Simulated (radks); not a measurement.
Pb+, 81 electrons, occupied as [Xe] 4f14 5d9 6s2 6p2 (not the ground configuration).

All-electron calculation, scalar-relativistic Kohn-Sham, PBE, spin-polarised, spherical densities, finite nucleus; open shells are filled with parallel spins first (spin-orbit coupling, left out, can overturn this in heavy ions); Fermi nuclear charge, rms radius 5.5012 fm. Program: a radial shooting solver on a logarithmic mesh with Libxc functionals.

Energy parts (eV):
part                       energy
total                  -568040.39
kinetic                 641572.90
electron-nucleus      -1416784.20
Hartree                 217669.35
exchange-correlation    -10498.45

Orbitals (lengths in bohr, moments of r in powers of bohr):
| orbital | occ. | eigenvalue (eV) | <r^2> |
|---|---|---|---|
| 1s up | 1 | -88087.95 | 0.0003575 |
| 1s down | 1 | -88087.92 | 0.0003575 |
| 2s up | 1 | -15768.57 | 0.005422 |
| 2s down | 1 | -15768.45 | 0.005422 |
| 2p up | 3 | -13533.67 | 0.004618 |
| 2p down | 3 | -13533.56 | 0.004618 |
| 3s up | 1 | -3795.976 | 0.03487 |
| 3s down | 1 | -3795.918 | 0.03486 |
| 3p up | 3 | -3154.750 | 0.03612 |
| 3p down | 3 | -3154.685 | 0.03612 |
| 3d up | 5 | -2499.164 | 0.02992 |
| 3d down | 5 | -2499.070 | 0.02992 |
| 4s up | 1 | -870.1313 | 0.1666 |
| 4s down | 1 | -870.0027 | 0.1666 |
| 4p up | 3 | -659.8695 | 0.1909 |
| 4p down | 3 | -659.7462 | 0.1909 |
| 4d up | 5 | -416.0296 | 0.2143 |
| 4d down | 5 | -415.8869 | 0.2142 |
| 5s up | 1 | -157.8355 | 0.8130 |
| 5s down | 1 | -157.1435 | 0.8116 |
| 4f up | 7 | -146.8182 | 0.2465 |
| 4f down | 7 | -146.6387 | 0.2461 |
| 5p up | 3 | -99.3825 | 1.066 |
| 5p down | 3 | -98.5789 | 1.063 |
| 5d up | 5 | -33.8643 | 1.874 |
| 5d down | 4 | -32.8564 | 1.851 |
| 6s up | 1 | -22.1616 | 5.305 |
| 6s down | 1 | -20.6045 | 5.284 |
| 6p up | 2 | -11.9381 | 9.003 |
| 6p down | 0 | -10.3461 | 9.289 |

The highest occupied level is 6p up at -11.938 eV. The spin density at the nucleus is -13.290 e/bohr^3 (1s -0.712, 2s -0.950, 3s 0.247, 4s 1.395, 5s -6.660, 6s -6.610). Spin moment in Bohr magnetons: 3.
